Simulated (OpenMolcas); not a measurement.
## Ne2+: effect of the IPEA shift

```json
{
  "Program": "OpenMolcas",
  "Basis": "ANO-RCC-VTZP [4s3p2d1f]",
  "Scalar Hamiltonian": "DKH2, point nucleus",
  "Active space": "6 electrons in 4 orbitals (2s 2p)",
  "State averaging": "2S+1 = 3 even, 3 roots; 2S+1 = 1 even, 6 roots kept (CI in the orbitals of an earlier block); 2S+1 = 3 odd, 3 roots; 2S+1 = 1 odd, 3 roots kept (CI in the orbitals of an earlier block)",
  "Spin-orbit coupling": "RASSI with atomic mean-field integrals over the reference wave functions, term energies averaged over their components"
}
```

Methods on the same reference wave functions:
A. CASSCF
B. SS-CASPT2, IPEA 0 Eh, imaginary shift 0.1 Eh (closed shells correlated: 1s)
C. SS-CASPT2, IPEA 0.25 Eh, imaginary shift 0.1 Eh (closed shells correlated: 1s)

Energies in cm⁻¹ above 2s² 2p⁴ ³P₂, the measured ground level; measured values from Moore, Atomic Energy Levels, vol. I, NSRDS-NBS 35 (1971 reprint of NBS Circular 467, 1949).

| Level | A | B | C | Measured |
| --- | --- | --- | --- | --- |
| 2s² 2p⁴ ³P₂ | 0.0 | 0.0 | 0.0 | 0.0 |
| 2s² 2p⁴ ³P₁ | 601 | 601 | 601 | 650 |
| 2s² 2p⁴ ³P₀ | 885 | 886 | 886 | 927 |
| 2s² 2p⁴ ¹D₂ | 27956 | 26560 | 26390 | 25841 |
| 2s² 2p⁴ ¹S₀ | 53298 | 56230 | 55960 | 55747 |
| 2s 2p⁵ ³P°₂ | 214543 | 205510 | 205730 |  |
| 2s 2p⁵ ³P°₁ | 215123 | 206090 | 206310 | 204879 |
| 2s 2p⁵ ³P°₀ | 215416 | 206390 | 206600 | 205204 |
| 2s 2p⁵ ¹P°₁ | 314021 | 294490 | 294700 |  |

Deviations, from unrounded energies. A percentage is the sum of absolute deviations over the sum of measured energies, with the sign that they share, or ± where signs differ.

```json
{"Against measurement": "mean absolute deviation (cm-1)", "Levels": "6", "A": "4200", "B": "610", "C": "610"}
{"Against measurement": "fine structure of the ground term (%)", "Levels": "2", "A": "-5.8", "B": "-5.7", "C": "-5.7"}
{"Against measurement": "other terms of the ground configuration (%)", "Levels": "2", "A": "±5.6", "B": "+1.5", "C": "+0.9"}
{"Against measurement": "other configurations (%)", "Levels": "2", "A": "+5.0", "B": "+0.6", "C": "+0.7"}
```

B, C lie about equally close to measurement and A furthest from it. The largest miss of C in the table is 2s 2p⁵ ³P°₁, by +1400 cm-1. The ranking rests on the paired levels alone, and a cruder setting can come out closer through cancelling errors.

Between B and C the level of the table that moves most is 2s² 2p⁴ ¹S₀, by 260 cm-1 (lowest in C, highest in B). Moves below CASPT2's spread within the term are not significant.

The two smallest mean deviations differ by little beside CASPT2's spread within terms, so their order carries little weight.

From A to B the spin-free energies of the other terms of 2s² 2p⁴ shown, above ³P, scale by factors of 0.95 to 1.06.

The lowest spin-free term lies below A's lowest term by 0.172 hartree in B, 0.169 hartree in C.

Term energies are means over components that CASPT2 splits; among the terms shown or strongly mixed into the levels shown the widest spread is 51 cm-1 (2s² 2p⁴ ¹D, C). Terms from blocks run as CI alone lack orbitals of their own. Measured partners are found by configuration, term and J. A level has none where our copy of the source lacks it or the pairing is in doubt (some pairs that miss far off the trend of their configuration count as doubtful), and it then counts in no deviation. Only configurations of the active space appear.

° marks odd parity.
